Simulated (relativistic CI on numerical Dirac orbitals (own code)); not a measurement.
**Bi XXXVII: sensitivity of the levels to the model**

Base calculation: Dirac-Coulomb-Breit CI, KLI orbitals optimised for each configuration, QED by a radiative potential, unscaled Slater integrals.

Configurations in the expansion (outside the closed core [Ar] 3d10): 4s2 4p6 4d10 4f, 4s2 4p6 4d9 4f2, 4s2 4p6 4d10 5s, 4s2 4p5 4d10 4f2, 4s2 4p6 4d10 5p, 4s 4p6 4d10 4f2, 4s2 4p4 4d10 4f3, 4s2 4p6 4d10 5d, 4s2 4p6 4d9 4f 5s, 4s2 4p6 4d8 4f2 5s, 4s2 4p6 4d10 5f, 4s2 4p6 4d9 5s2, 4s2 4p6 4d9 4f 5p, 4s2 4p6 4d9 5s 5p, 4p6 4d10 4f3, 4s2 4p6 4d10 5g. Levels of other configurations are missing.

The lowest level and the first level of each name with at least 55 % of one term (blank where a level has no safe partner in the second run):

```tsv
Level	Base (cm⁻¹)	Shift (cm⁻¹)
4s2 4p6 4d10 4f 2F°_5/2	0	0
4s2 4p6 4d10 4f 2F°_7/2	64716	0
4s2 4p6 4d9 4f2 4F_3/2	1915681	+1033
4s2 4p6 4d9 4f2 4F_9/2	1996211	+1033
4s2 4p6 4d9 4f2 4K_15/2	2007280	+1033
4s2 4p6 4d9 4f2 4K_17/2	2034361	+1033
4s2 4p6 4d9 4f2 2D_3/2	2053394	+1034
4s2 4p6 4d9 4f2 2L_17/2	2085201	+1033
4s2 4p6 4d9 4f2 2F_7/2	2086091	+1033
4s2 4p6 4d9 4f2 4I_15/2	2090586	+1033
4s2 4p6 4d9 4f2 2I_13/2	2091013	+1033
4s2 4p6 4d9 4f2 2K_15/2	2152702	+1033
4s2 4p6 4d10 5s 2S_1/2	2177716	+12208
```

At this charge energies of transitions that change n are usually good to better than 1 %, and those within a shell (Δn = 0) to a few per cent.

(1) One thing was changed in a second run, which moved the levels as shown. Which?
A. Breit term removed
B. configuration mixing switched off
C. one mean potential for all configurations
D. P86 correlation estimate
E. QED terms removed

Answers

(1) D. P86 correlation estimate. A correlation estimate moves all levels of a configuration together before mixing; mixed levels move by a weighted share.

LS names give the leading component of a level, which can be under half, so a name can repeat, a term be missing and a line seem to break the LS rules.
